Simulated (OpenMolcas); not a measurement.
neutral arsenic: thermal populations, Slater's ratio, worked from levels

- Program: OpenMolcas 26.06
- Basis: ANO-RCC-VQZP [7s6p4d2f1g]
- Scalar Hamiltonian: DKH2, point nucleus
- Active space: 3 electrons in 3 orbitals (4p)
- State averaging: 2S+1 = 4 odd, 1 root; 2S+1 = 2 odd, 8 roots
- Spin-orbit coupling: RASSI with atomic mean-field integrals over the reference wave functions, term energies averaged over their components

Methods: CASSCF; SS-CASPT2, IPEA 0.25 Eh, imaginary shift 0.1 Eh (closed shells correlated: 3d 4s). Measured levels: NIST Handbook of Basic Atomic Spectroscopic Data.

**Thermal populations.** Z = Σ (2J + 1) exp(-E/kT) with k = 0.695035 cm-1/K, over the levels below. No other level of either list lies under 50600 cm-1, which is above 7 kT at each temperature.

```tsv
Level	2J + 1	SS-CASPT2	measured
4s2 4p3 4S* 3/2	4	0.0	0.0
4s2 4p3 2D* 3/2	4	11050	10593
4s2 4p3 2D* 5/2	6	11270	10915
4s2 4p3 2P* 1/2	2	19200	18186
4s2 4p3 2P* 3/2	4	19500	18648
```

```csv
T (K),"Z, SS-CASPT2","Z, measured levels","Ground level (%), SS-CASPT2","Ground level (%), measured levels"
5000,4.423,4.479,90.4,89.3
8000,5.522,5.654,72.4,70.8
```

At 8000 K, kT = 5560 cm-1, and the computed levels give Z = 4.000 + 0.548 + 0.790 + 0.063 + 0.120 = 5.522.

**Slater's ratio.** With one set of orbitals, p3 has 2D* - 4S* = 9 F2 and 2P* - 2D* = 6 F2 (F2 = F²/25), a ratio of 2/3. Term energies are centres of gravity, weighted by 2J + 1.

| Source | 2D* - 4S* | 2P* - 4S* | F2 from the first | Ratio |
| --- | --- | --- | --- | --- |
| CASSCF | 14614 | 24399 | 1624 | 0.670 |
| SS-CASPT2 | 11180 | 19403 | 1242 | 0.736 |
| measured | 10786 | 18494 | 1198 | 0.715 |

Energies in cm-1. A ratio away from 2/3 shows effects beyond one configuration with one set of orbitals, and in heavier atoms second-order spin-orbit shifts.

CASPT2 breaks the degeneracy within a term, and the mean is taken; among the terms shown or strongly mixed into the levels shown the widest spread is 98 cm-1 (4s2 4p3 2D*, SS-CASPT2). With the s shell closed, the reference lacks s² → p² mixing. Without dynamic correlation excited terms often stand tens of per cent too high (terms of higher spin than the ground term too low), and those without a measured partner can miss by more than the paired ones (holds for CASSCF). Measured partners are found by configuration, term and J. A level has none where our copy of the source lacks it or the pairing is in doubt (some pairs that miss far off the trend of their configuration count as doubtful), and it then counts in no deviation. Levels of configurations outside the active space are missing.

* marks odd parity.
